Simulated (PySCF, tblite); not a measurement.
A set of runs on `C[Si](C)(C)OC1=[O+][BH2-]OC=C1`; the geometry of each is named by its level. Settings lines and outputs come from a driver script.

Compound: C₆H₁₃BO₃Si.
SMILES with atom numbers: `[CH3:1][Si:2]([CH3:3])([CH3:4])[O:5][C:6]1=[O+:7][BH2-:8][O:9][CH:10]=[CH:11]1` (hydrogens: H12, H13, H14 on C1; H15, H16, H17 on C3; H18, H19, H20 on C4; H21, H22 on B8; H23 on C10; H24 on C11)

Step 1: GFN2-xTB geometry optimisation, gas phase (tblite 0.8.0) (from a force-field or distance-geometry start)
```json
{"job": {"kind": "relax", "xc": "GFN2-xTB", "basis": "xTB"}, "charge": 0, "multiplicity": 1}
```
```
step      E/eV     max force
  0    -944.07438    4.597
  1    -944.65103    2.114
  2    -944.77219    0.892
...
122    -945.13895    0.016
123    -945.13908    0.014
124    -945.13914    0.016
125    -945.13917    0.012
126    -945.13919    0.009
```

Energy lowered by 24.6 kcal/mol over 126 steps; largest atomic force 0.009 eV/Å at the end. «max force» is the largest atomic force in eV/Å.

Time: 2.4 s of wall time. Hardware: one thread of an Arm Neoverse N1, no GPU, shared host.

Step 2: GFN2-xTB harmonic vibrations, gas phase (tblite 0.8.0) (on the GFN2-xTB geometry)
```json
{"job": {"kind": "ir", "xc": "GFN2-xTB", "basis": "xTB"}, "charge": 0, "multiplicity": 1}
```
```
(table of modes left out)
```

66 modes from 37 to 3164 cm⁻¹ (unscaled, harmonic); zero-point energy 115.2 kcal/mol; all wavenumbers are real at this level.

On an Arm Neoverse N1 with one thread, on a shared host, this took 2.5 s.

Step 3: PBE0-D3(BJ)/def2-SVP geometry optimisation, gas phase (PySCF 2.14.0) (from the GFN2-xTB geometry)
```json
{"job": {"xc": "PBE0", "basis": "def2-SVP", "d3": "d3bj", "grid": 1, "shake": 0.01, "kind": "geom"}, "charge": 0, "multiplicity": 1}
```
```
step   0  E = -775.49347151  max force = 0.047436
step   1  E = -775.50218017  max force = 0.005756
step   2  E = -775.50264451  max force = 0.001758
step   3  E = -775.50266729  max force = 0.002795
step   4  E = -775.50269467  max force = 0.001182
step   5  E = -775.50270996  max force = 0.000618
step   6  E = -775.50271228  max force = 0.000223
optimisation converged
```

Final energy -775.50271 Eh after 6 steps; dipole 4.58 D. Energies in Eh; «max force» is the largest Cartesian gradient component in Eh/bohr.

On Arm Neoverse N1, one thread, shared host with 64 logical CPUs at a one-minute load of 62, this took 6.3 min wall and 1.2 GiB of memory at its peak.

Step 4: TDDFT PBE0/def2-SVPD, vertical, gas phase, core orbitals frozen in the response (PySCF 2.14.0, density-fitted response routines) (on the PBE0-D3(BJ)/def2-SVP geometry)
```json
{"job": {"kind": "uv", "xc": "PBE0", "basis": "def2-SVPD", "ip": false}, "charge": 0, "multiplicity": 1}
```
```
...
Static polarisability (au): isotropic 123.344, principal 101.002 120.492 148.539
Singlet excitations
state   eV       nm        f      main configurations
  1   3.9019    317.8   0.05380   H->L 0.98
  2   5.7321    216.3   0.00143   H-4->L 0.98
  3   5.9879    207.1   0.01671   H->L+1 0.85, H->L+2 0.13
  4   6.0171    206.1   0.34273   H-1->L 0.96
  5   6.4702    191.6   0.00243   H-2->L 0.86, H-5->L 0.10
  6   6.4802    191.3   0.01266   H->L+2 0.82, H->L+1 0.12
  7   6.6997    185.1   0.00874   H-3->L 0.98
  8   6.8815    180.2   0.00418   H->L+3 0.87
  9   6.9595    178.2   0.00040   H-5->L 0.87, H-2->L 0.11
 10   7.0084    176.9   0.01110   H->L+5 0.73, H->L+6 0.18
Triplet excitations (Tamm-Dancoff, eV): 2.9611 4.9251 5.3751 5.9248
```

HOMO -6.56 eV, LUMO -1.57 eV; lowest singlet 3.90 eV; lowest triplet 2.96 eV (Tamm–Dancoff); mean polarisability 123.3 au.

Time: 4.6 min of wall time; peak memory 1.5 GiB. Hardware: one thread of an Arm Neoverse N1, shared host with 64 logical CPUs at a one-minute load of 61.

Geometry of the electronic-property runs (PBE0-D3(BJ)/def2-SVP):
```
atom  x, y, z in Å
C1    -2.6539    1.7655    0.2602
Si2   -1.5153    0.3054    0.0471
C3    -1.6687   -0.9253    1.4378
C4    -1.6583   -0.4574   -1.6468
O5     0.0558    1.0683    0.1725
C6     1.1962    0.4508    0.0757
O7     1.1782   -0.8038   -0.1200
B8     2.4455   -1.6881   -0.2526
O9     3.6583   -0.7860   -0.1295
C10    3.5763    0.4715    0.0679
C11    2.4001    1.1816    0.1886
H12   -3.7057    1.4471    0.1856
H13   -2.4724    2.5230   -0.5176
H14   -2.5111    2.2413    1.2424
H15   -0.9603   -1.7560    1.3058
H16   -1.4679   -0.4463    2.4086
H17   -2.6896   -1.3387    1.4697
H18   -0.9280   -1.2693   -1.7760
H19   -1.4901    0.2944   -2.4334
H20   -2.6691   -0.8728   -1.7879
H21    2.4404   -2.4796    0.6753
H22    2.4299   -2.1874   -1.3649
H23    4.5432    0.9905    0.1400
H24    2.3813    2.2551    0.3555
```

 (This holds for the electronic-property runs.)

One conformer stands for the species.
